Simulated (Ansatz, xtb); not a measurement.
Molecule: AgCl, charge 1, multiplicity 2. The spin state was set by rule; other spins were not relaxed. 
Structure (B3LYP-D3(BJ)/def2-TZVP (Ansatz, a program for electronic structure) minimum search):
```
Ag
Cl 1 2.4552
```
Charge +1, spin multiplicity 2.

Harmonic wavenumbers from GFN2-xTB (xtb, at its own minimum), cm⁻¹: 237.

Problem. Give the harmonic wavenumbers at B3LYP-D3(BJ)/def2-TZVP (Ansatz, finite differences of forces, unscaled).

Solution. 189 cm⁻¹. Zero-point energy 0.3 kcal/mol.

Problem. From these and the geometry, give the ideal-gas thermochemistry at 298.15 K and 1 atm (rigid rotor, harmonic oscillator).

Solution. Point group C∞v, rotational symmetry number 1. Rotational constants 3.142, 3.142 GHz. S(trans) 40.79, S(rot) 17.07, S(vib) 2.23, S(elec, spin only) 1.38, S 61.5 cal/(mol K). H(298) - H(0) 2.44 kcal/mol; G - E(el) -15.6 kcal/mol.
